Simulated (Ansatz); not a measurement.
H$_{6}$Si$_{2}$, triplet, at the geometry of the source list (a higher spin typed on purpose: for a closed-shell molecule this is an excited state). Base run: CAM-B3LYP/6-31G* in Ansatz (a program for electronic structure).

Geometry (Å):
```xyz
8

Si    -1.1469     0.1166    -0.0172
Si     1.1469    -0.1166     0.0172
H     -1.7890    -0.7829    -0.9808
H     -1.5687     1.4734    -0.3791
H     -1.7607    -0.1703     1.2831
H      1.5687    -1.4734     0.3791
H      1.7890     0.7829     0.9808
H      1.7607     0.1703    -1.2831
```
Charge 0, spin multiplicity 3.
Orbitals are unrestricted.
All else is at Ansatz's defaults.
Base energy -582.26975 Eh.

Variants of this job, named by their change:

```
change                                                          ΔE vs base (mEh)
--------------------------------------------------------------  ----------------
base                                                                       0.000
point_charge = charge:0.5 position_ang:1.7912, 4.7926, -0.8427            -2.554
final_grid = 4, 8, 17                                                     -0.087
fitting.mean_field = def2-universal-JKFIT                                 -0.052
nuclear_model = gaussian                                                   0.334
final_grid = 14, 28, 59                                                    0.004
accuracy = high                                                            0.008
lower_state_search = off                                                   0.000
forces = on                                                                0.000
lower_state_search = full                                                  0.000
lower_state_search = light                                                 0.000
```
